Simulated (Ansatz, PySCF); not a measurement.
C$_{2}$H$_{6}$F$_{2}$InN, singlet, geometry from GFN2-xTB (such geometries of metal compounds can be far from the true shape) (all electrons, no relativity), with bond 8-5 at 1.8 times its length. Base run: CASSCF(2,4)/STO-3G in PySCF.

PySCF was given this input:
```python
from pyscf import gto, scf, mcscf
import numpy

mol = gto.M(
    atom='''
In    0.10619981    0.00188701   -0.55365826
F    -1.11125945   -1.62881902   -0.30729359
F     0.81259247    0.47108753   -2.40865974
N     0.19419228    0.72863796    1.60375288
C     0.79063126   -0.32228144    2.36820966
C    -1.15842567    0.96558922    2.00064782
H     0.84196893    0.00864538    3.41045292
H    -0.25014872   -2.00316471    2.32977835
H     1.80500177   -0.50736189    2.00678589
H    -1.78775590    0.06639579    1.95121694
H    -1.15012095    1.30347748    3.04170099
H    -1.58988179    1.75175664    1.37640381
''',
    basis='sto-3g',
    verbose=3,
)

mf = scf.RHF(mol)
mf.kernel()
mc = mcscf.CASSCF(mf, 4, 2)
mc.fix_spin_(ss=0.0)
mc.kernel()
occ = numpy.linalg.eigvalsh(mc.fcisolver.make_rdm1(mc.ci, mc.ncas, mc.nelecas))[::-1]
ss = mc.fcisolver.spin_square(mc.ci, mc.ncas, mc.nelecas)[0]
print('natural occupations', occ.round(4), ' <S^2>', round(ss, 4))
```

Programs used: Ansatz (a program for electronic structure), PySCF; a row that names a program was run with it.

The base run was repeated with changes; each row names its change, and settings that it needs were set with it.

```csv
change,ΔE vs base (kcal/mol),natural occupations,<S^2> of the state,outcome
base,0.000,1.72 0.28 0.00 0.00,0.00,converged
"active space = 4 electrons, 4 orbitals",-12.66,1.95 1.72 0.28 0.05,0.00,converged
conv_tol = 1e-5,0.000,1.72 0.28 0.00 0.00,0.00,converged
code = ansatz,-0.033,-,-,converged
correction = SC-NEVPT2,-134.4,1.72 0.28 0.00 0.00,0.00,converged
state_average = 2 states,17.69,-,-,converged
orbitals = fixed (CASCI); correction = SC-NEVPT2,-130.9,1.89 0.11 0.00 0.00,0.00,converged
"active space = 6 electrons, 7 orbitals",-28.92,1.96 1.93 1.72 0.28 0.07 0.04 0.00,0.00,converged
solver = newton,0.000,1.72 0.28 0.00 0.00,0.00,converged
"code = ansatz; correction = SC-NEVPT2, all electrons",-134.7,-,-,converged
"active space = 8 electrons, 6 orbitals",-,-,-,not converged
```

Active orbitals are taken around the Fermi level unless the row says otherwise; CASSCF can end in different local minima, and two programs can end on different orbitals. State-averaged rows give the lowest state.

Ansatz warned in this series: the state or the total is in doubt.
